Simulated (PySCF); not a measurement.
**Bond length, frequency and bond energy of ZrS by level of theory**

State: ³Δ (triplet), unpaired electrons σ ↑, δ ↑. Set-up: basis Zr def2-TZVPP with ECP28, S def2-TZVPP; scalar-relativistic core potentials; PySCF 2.14. De refers to Zr (4d2 5s2) + S in their high-spin ground configurations, without counterpoise correction. The functionals are run spin-unrestricted. A positive dipole means Zr(−)S(+). Levels whose curve was spin-contaminated or gave no clean fit are not listed.

```json
{"Level": "UHF", "Re (Å)": "2.207", "ωe (cm⁻¹)": "547", "De (eV)": "n/a", "μ (D)": "-6.78", "CPU s a point (SCF and correlation, without the integrals)": "3"}
{"Level": "UHF-MP2", "Re (Å)": "2.181", "ωe (cm⁻¹)": "550", "De (eV)": "n/a", "μ (D)": "n/a", "CPU s a point (SCF and correlation, without the integrals)": "4.2"}
{"Level": "UHF-SCS-MP2", "Re (Å)": "2.184", "ωe (cm⁻¹)": "558", "De (eV)": "n/a", "μ (D)": "n/a", "CPU s a point (SCF and correlation, without the integrals)": "n/a"}
{"Level": "UHF-CCSD", "Re (Å)": "2.194", "ωe (cm⁻¹)": "545", "De (eV)": "5.00", "μ (D)": "n/a", "CPU s a point (SCF and correlation, without the integrals)": "n/a"}
{"Level": "PBE", "Re (Å)": "2.197", "ωe (cm⁻¹)": "521", "De (eV)": "n/a", "μ (D)": "-4.81", "CPU s a point (SCF and correlation, without the integrals)": "2.1"}
{"Level": "PBEsol", "Re (Å)": "2.184", "ωe (cm⁻¹)": "531", "De (eV)": "n/a", "μ (D)": "-4.73", "CPU s a point (SCF and correlation, without the integrals)": "2.1"}
{"Level": "revPBE", "Re (Å)": "2.202", "ωe (cm⁻¹)": "516", "De (eV)": "n/a", "μ (D)": "-4.86", "CPU s a point (SCF and correlation, without the integrals)": "1.5"}
{"Level": "r²SCAN", "Re (Å)": "2.193", "ωe (cm⁻¹)": "532", "De (eV)": "n/a", "μ (D)": "-5.30", "CPU s a point (SCF and correlation, without the integrals)": "2.4"}
{"Level": "TPSSh", "Re (Å)": "2.196", "ωe (cm⁻¹)": "530", "De (eV)": "n/a", "μ (D)": "-5.40", "CPU s a point (SCF and correlation, without the integrals)": "3.2"}
{"Level": "PBE0", "Re (Å)": "2.182", "ωe (cm⁻¹)": "543", "De (eV)": "n/a", "μ (D)": "-5.39", "CPU s a point (SCF and correlation, without the integrals)": "3.4"}
{"Level": "B97-3", "Re (Å)": "2.197", "ωe (cm⁻¹)": "530", "De (eV)": "n/a", "μ (D)": "-5.36", "CPU s a point (SCF and correlation, without the integrals)": "3.5"}
{"Level": "ωB97X-V", "Re (Å)": "2.178", "ωe (cm⁻¹)": "559", "De (eV)": "n/a", "μ (D)": "-5.93", "CPU s a point (SCF and correlation, without the integrals)": "9.5"}
```

(1) What does the step from GGA to meta-GGA do here, going from PBE to r²SCAN?

Correlated steps freeze 5 core orbitals. De is left out where the level can put another filling of the metal’s s and d shells below the measured ground configuration, by anything from nothing to about 1 eV. Spin–orbit coupling is left out, which matters for elements this heavy, above all for dissociation energies. With d or f electrons several states lie close, and the lowest PBE0 determinant need not be the measured ground state.

The whole job (state search and all levels along the bond) took about 13 min on 2 threads of Intel Xeon Platinum 8488C (shared host), peak memory 4.7 GiB.

Results:

(1) r²SCAN less PBE: -0.4 pm in Re, +2.1 % in ωe.
